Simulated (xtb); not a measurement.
trifluoromethane (CHF3), singlet, from a rough starting geometry.

Input for xtb:
```
$ xtb mol.xyz --gfn 2 --opt vtight --json

# file mol.xyz
5

C      0.01922075     0.01964707     0.07159773
H     -0.01315724    -0.00296296     1.13487311
F      0.00549199     1.22055365    -0.42641748
F      1.05978653    -0.68705775    -0.44823740
F     -1.08046482    -0.60840718    -0.41964540
```

Problem. Estimate the dipole moment that GFN2-xTB (xtb) returns for this input.

Solution. 2.13 D

Problem. What is the computed total energy at the end of the optimisation (GFN2-xTB)?

Solution. -16.8462 Eh

Problem. Give the HOMO-LUMO gap at the level GFN2-xTB.

Solution. 16.04 eV
